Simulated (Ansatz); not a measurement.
Reaction (hydrogenolysis of a B–C bond): `CB(C)N` + H₂ → `CBN` + CH₄

Isolated molecules relaxed with PBE0-D4/def2-TZVP in Ansatz; ΔE leaves out vibrations. CCSD(T)/CBS adds triple-zeta CCSD(T) − MP2 to the extrapolated MP2 energy (def2 sets, frozen cores). This one scheme is used for every species. Functionals use def2-TZVPP. HSE06 is defined as in plane-wave codes. Each species was taken in one conformer, which may not be the lowest.

```json
{"level": "HSE06-D4", "ΔE (kcal/mol)": "-6.1", "difference from CCSD(T)/CBS": "-0.2"}
{"level": "ωB97M-V", "ΔE (kcal/mol)": "-6.1", "difference from CCSD(T)/CBS": "-0.2"}
{"level": "B2PLYP", "ΔE (kcal/mol)": "-7.7", "difference from CCSD(T)/CBS": "-1.8"}
{"level": "revPBE", "ΔE (kcal/mol)": "-7.7", "difference from CCSD(T)/CBS": "-1.8"}
{"level": "BLYP", "ΔE (kcal/mol)": "-8.8", "difference from CCSD(T)/CBS": "-2.9"}
{"level": "CAM-B3LYP", "ΔE (kcal/mol)": "-8.3", "difference from CCSD(T)/CBS": "-2.4"}
{"level": "MP2/def2-SVP", "ΔE (kcal/mol)": "-6.5", "difference from CCSD(T)/CBS": "-0.6"}
{"level": "SCS-MP2/def2-TZVPP", "ΔE (kcal/mol)": "-6.8", "difference from CCSD(T)/CBS": "-0.9"}
{"level": "CCSD/def2-TZVPP", "ΔE (kcal/mol)": "-7.2", "difference from CCSD(T)/CBS": "-1.3"}
{"level": "MP2/CBS(def2)", "ΔE (kcal/mol)": "-5.0", "difference from CCSD(T)/CBS": "0.9"}
{"level": "CCSD(T)/CBS", "ΔE (kcal/mol)": "-5.9", "difference from CCSD(T)/CBS": "0"}
```

Question: What do rigid-rotor, harmonic-oscillator terms from PBE0-D4/def2-TZVP frequencies (298.15 K, 1 bar) make of the CCSD(T)/CBS value? (Estimate.)

Answer: Computed: ΔZPE = +4.1 kcal/mol, ΔH = -2.6 kcal/mol, ΔS = 18 J/(mol·K), ΔG = -3.9 kcal/mol.

Largest T1 diagnostic among the species: 0.011.

At CCSD(T), def2-SVP lies −1.6 kcal/mol from the extrapolated value and def2-TZVPP −0.4 kcal/mol. In def2-TZVPP, CCSD(T) changes the Hartree–Fock value by +4.9 kcal/mol (the triples alone add +0.8 kcal/mol) and MP2 by +5.8 kcal/mol. The D4 term adds +2.0 kcal/mol with B3LYP and +1.1 kcal/mol with PBE0; it sums over pairs of atoms, weighted by their polarisabilities, and B3LYP, whose exchange is more repulsive, gets the larger term.

B3LYP here is the variant with VWN-RPA as its local correlation; programs differ in this.
